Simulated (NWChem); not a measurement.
System: phosphorus nitride (PN); SMILES N#P

Computed with NWChem. The geometry was optimised at B3LYP/6-31G* (spherical d). Ions are spin-unrestricted doublets at the neutral geometry; other ion states weren't tried.

### Question
Estimate the computed values for CAM-B3LYP/aug-cc-pVDZ. Quantities: vertical ionisation energy, ΔSCF (eV); −ε(HOMO) (eV).

### Answer
The vertical ionisation energy, ΔSCF (eV) is 12.00. The −ε(HOMO) (eV) is 10.83.
